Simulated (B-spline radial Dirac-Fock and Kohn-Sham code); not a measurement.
Relativistic shifts of the levels of Si⁶⁺

System: silicon as Si⁶⁺, [He] 2s2 2p4.

Both columns are ΔSCF binding energies of the configuration average from a radial B-spline solver: non-relativistic Hartree-Fock with a point nucleus, and Dirac-Fock with a finite nucleus and the Coulomb interaction alone, averaged over the two j levels with weights 2j+1.

| shell | Hartree-Fock (eV) | Dirac-Fock (eV) | shift (eV) | shift (%) |
| --- | --- | --- | --- | --- |
| 1s | 2017.3 | 2022.4 | +5.01 | +0.25 |
| 2s | 292.7 | 293.6 | +0.94 | +0.32 |
| 2p | 250.8 | 250.9 | +0.11 | +0.04 |

Relativity binds 1s, 2s, 2p more strongly, among those listed most of all 2s in relative terms.

Values without a named source are computed, but for edge energies of neutral atoms, which are taken from tables.
